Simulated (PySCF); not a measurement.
Q: What does the PBE0-D3(BJ)/def2-SVP structure of InChI=1S/C2H11BN2/c1-5(2)3-4/h5H,3-4H2,1-2H3 look like in three dimensions?

A: 
Z-matrix in Å and degrees, rows numbered from 1:
```
C 
N   1  1.4621
C   2  1.4596  1  113.34
B   2  1.6877  1  110.97  3   127.41
N   4  1.4918  2  106.57  1    58.28
H   1  1.0981  2  107.20  3  -178.02
H   1  1.0989  2  108.54  3   -60.52
H   1  1.1017  2  111.80  3    60.40
H   2  1.0217  1  107.78  3  -121.10
H   3  1.1015  2  111.77  1   -56.11
H   3  1.0974  2  109.05  1  -178.02
H   3  1.0988  2  108.51  1    64.48
H   4  1.2335  2  102.20  1   -63.44
H   4  1.2337  2  101.93  1   179.39
H   5  1.0133  4  115.49  2   114.24
H   5  1.0132  4  115.60  2  -118.25
```

Of the pairs four or more bonds apart, N5···H6 is among the closest relative to their van der Waals radii: 2.46 Å, 89 % of the sum of Bondi's values. The B–N distances run from 1.492 Å (B4–N5, drawn single) to 1.688 Å (N2–B4, drawn single), a spread of 0.196 Å. N5 (boron-bound nitrogen) is pyramidal (angles 115.6°, 115.5° and 108.0°, sum 339.1°, 0.31 Å off the plane of its three neighbours). N2 (nitrogen bonded to B, 2 C and H) is distorted tetrahedral (angles from 102.5° to 113.3°).

Method used: PySCF, PBE0-D3(BJ)/def2-SVP geometry optimisation, gas phase.

Point group: C1 (no symmetry element, even within 0.4 Å). Whether it is a minimum is left open (no frequencies). The numbers are those of one conformer (C1–N2–B4–N5 58°, N2–B4–N5–H 114° and -118°).
